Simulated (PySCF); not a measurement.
CH6BrGeP.
Cartesian coordinates in Å at the PBE0-D3(BJ)/def2-SVP level; atoms count from 1:
```
atom  x, y, z in Å
C1    -1.485   -0.453    0.451
Ge2    0.028    0.483   -0.329
P3     2.045   -0.389    0.424
Br4    0.002    2.664    0.473
H5    -1.395   -0.456    1.546
H6    -1.507   -1.492    0.090
H7    -2.423    0.046    0.168
H8    -0.079    0.601   -1.862
H9     2.024   -1.463   -0.524
H10    2.810    0.460   -0.432
```

Method: PBE0-D3(BJ)/def2-SVP geometry optimisation, gas phase in PySCF.

Take the most abundant isotopes and a rigid rotor. The values belong to one conformer with, in the numbering `[CH3:1][Ge@H:2]([PH2:3])[Br:4]`, C1–Ge2–P3–H 82° and 176°.

Problem. What are A, B and C (MHz)?

Solution. Ia = 174.47, Ib = 391.60, Ic = 512.03 u·Å²; 505379 MHz·u·Å²/I gives A = 2897, B = 1291, C = 987.0 MHz.

Problem. What kind of rotor is it?

Solution. An asymmetric top: κ = (2 × 1291 − 2897 − 987.0)/(2897 − 987.0) = -0.68.

Problem. What does the inertial defect say?

Solution. Not planar: Δ = Ic − Ia − Ib = -54.04 u·Å². For a rigid frame Δ = −2 Σ m c², so Σ m c² = 27.02 u·Å² lies off the ab plane: 8.24 from hydrogen and 18.78 from heavier atoms. The atom farthest from that plane is 1.84 Å away.

Problem. Give the other two planar moments, Paa and Pbb, and the rms extents of the mass along the axes.

Solution. Paa = Σ m a² = (Ib + Ic − Ia)/2 = 364.58 and Pbb = Σ m b² = (Ia + Ic − Ib)/2 = 147.45 u·Å². With the mass M = 201.86 u, the rms extents √(P/M) along a, b and c are 1.34, 0.85, 0.37 Å.

Problem. Which lines would a microwave search look for?

Solution. The dipole components are |μa| = 2.02 D, |μb| = 1.41 D, |μc| = 0.64 D. Intensities carry the squares of the components, which stand as 1.00 : 0.49 : 0.10 (a : b : c). Some lines, for components of 0.1 D or more:

```tsv
type	branch	J(Ka,Kc)	MHz	lower level (cm⁻¹)
a	Q	4(2,2) ← 4(2,3)	548	0.993
b	Q	2(1,1) ← 2(0,2)	2252	0.227
a	Q	4(1,3) ← 4(1,4)	3013	0.765
a	R	2(1,2) ← 1(1,1)	4252	0.130
c	Q	3(2,2) ← 3(1,2)	4389	0.544
a	R	3(1,3) ← 2(1,2)	6354	0.271
a	R	3(2,1) ← 2(2,0)	6985	0.464
a	R	3(1,2) ← 2(1,1)	7262	0.302
a	R	4(1,3) ← 3(1,2)	9629	0.544
c	Q	4(4,1) ← 4(3,1)	12221	1.291
c	R	4(1,3) ← 3(0,3)	12463	0.449
c	R	3(2,2) ← 2(1,2)	12562	0.271
b	R	3(2,1) ← 2(1,2)	12753	0.271
b	R	4(2,2) ← 3(1,3)	15836	0.483
c	R	4(4,0) ← 3(3,0)	21420	0.984
c	R	4(4,1) ← 3(3,1)	21423	0.984
```

Whether it is a minimum is left open (no frequencies). Constants of a rigid frame at the computed geometry: no zero-point averaging, no centrifugal distortion. A rigid rotor knows nothing of internal rotation, which can split or shift real lines. Quadrupole hyperfine structure (79Br) is left out.
